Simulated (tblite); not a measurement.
Species: C5H9N3.
SMILES: `Cc1nn(C)nc1C`

Computed with GFN2-xTB (tblite): harmonic, unscaled wavenumbers at the GFN2-xTB geometry, gas phase. Errors from tens to a few hundred cm⁻¹ against measured bands are possible.

Harmonic wavenumbers (cm⁻¹): 27.4, 79.7, 85.0, 165.1, 213.0, 238.3, 259.0, 319.8, 438.2, 631.1, 643.8, 649.0, 660.7, 831.7, 991.2, 1012.3, 1032.8, 1042.9, 1052.9, 1061.7, 1097.7, 1226.8, 1335.7, 1362.2, 1384.7, 1393.3, 1395.8, 1399.8, 1444.2, 1463.0, 1466.2, 1468.7, 1473.2, 1479.1, 1537.8, 1544.0, 2967.3, 2999.3, 2999.6, 3010.8, 3013.8, 3029.0, 3038.3, 3059.2, 3060.1.

A = 3613, B = 1830, C = 1243 MHz; mass 111.080 u (most abundant isotopes); point group Cs, symmetry number 1.

What is the zero-point energy?

Half the sum of the wavenumbers: 30543 cm⁻¹ = 87.33 kcal/mol.

What is S at 200 K and 1 bar for an ideal gas of classical rigid rotors and harmonic oscillators?

Translation 38.07, rotation 26.87, vibration 18.21: S = 83.2 cal/(mol K).

And Cp and H(200 K) − H(0)?

Cp = 24.91 cal/(mol K), of which vibrations give 16.96 (their classical limit is 45 R = 89.4); H(200 K) − H(0) = 3.44 kcal/mol without the zero-point energy, 1.85 from vibrations.

Which modes carry the vibrational entropy at 200 K?

27.4 cm⁻¹: 5.22; 79.7 cm⁻¹: 3.12; 85.0 cm⁻¹: 3.00; 165.1 cm⁻¹: 1.76; 213.0 cm⁻¹: 1.32; 238.3 cm⁻¹: 1.14 cal/(mol K); the other 39 give 2.65 together.

What must be added to the electronic energy to get the Gibbs energy at 200 K and 1 bar?

ZPE + [H(200 K) − H(0)] − T·S = 87.33 + 3.44 − 16.63 = 74.14 kcal/mol.

Blend soft modes into free rotors: weight 1/[1 + (100 cm⁻¹/ν̃)⁴] for the oscillator and the rest for a rotor with moment μB/(μ + B), μ = h/(8π²ν), B = 10⁻⁴⁴ kg m². What vibrational entropy results?

16.26 cal/(mol K) in place of 18.21, which changes −T·S at 200 K by +0.39 kcal/mol.

Hindered rotation and anharmonicity are outside this model.
